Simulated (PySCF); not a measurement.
In(OH)(SH)2, SMILES [In]([OH])([SH])[SH], singlet at its CAM-B3LYP/def2-SVP optimised geometry (Å):

```
7

In    -0.0553     0.3360     0.0000
O      1.9295     0.3360     0.0000
H      2.3304    -0.5416     0.0134
S     -1.3018    -1.7142    -0.0023
H     -0.1967    -2.4897     0.0047
S     -1.0783     2.4897     0.0000
H     -2.3304     1.9847    -0.0033
```

Calculation: CAM-B3LYP/def2-TZVP, def2 effective core potentials past Kr (PySCF). The core electrons that the potentials of In replace are not part of the density. Cells within 0.4 Å of a nucleus heavier than hydrogen are left out (blank, or x).

Map of the electron localisation function on the plane z = 0.0 Å:

```
|0000000001233210000000000000000|
|0000000013566542000000000000000|
|0000000135788764100000000000000|
|0000000146889875200000000000000|
|0000001247889986310000000000000|
|0000123456411686410000000000000|
|00015788760xx076310000000000000|
|00058999971xx066310000000000000|
|0017999999111376310000000000000|
|0017999998646885310001222100000|
|0005999997567642110014554310000|
|0002688863343112211257776520000|
|0000123211221367521478887531000|
|00000000001226xx84167xx88520000|
|00000000001237xxx5177xx77410000|
|000000000122268x74167xx86410000|
|0000000012431256421567998520000|
|0000001235675212211347999730000|
|0000013466788742111126999741000|
|0000135775114764200014787640000|
|0000147881xx0454200001466510000|
|0000257881xx1577520000022100000|
|00002578941x1999972000000000000|
|0000257898548999995000000000000|
|0000146787767999997100000000000|
|0000024566546999997100000000000|
|0000002333223799985000000000000|
|0000000111101367751000000000000|
|0000000000000012200000000000000|
|0000000000000000000000000000000|
|0000000000000000000000000000000|
```
Scale: ten equal steps from 0.000 (start of '0') to 0.999 (end of '9'), in the order '0123456789'; x runs from -4.50 to 4.50, y from -4.50 (bottom) to 4.50 (top).
